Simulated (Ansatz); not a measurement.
Harmonic frequencies (cm⁻¹) at PBE0-D4/def2-TZVP from Ansatz: 122, 150, 476, 495, 565, 628, 641, 708, 1201, 2052, 2084, 2370.

Question: Which molecule is it?
A. `O[C]1=[N][Al]1[OH]`
B. `O=C(O)[SeH]`
C. `N#C[O][GaH2]`
D. `N#[C][GaH][OH]`

Answer: C.
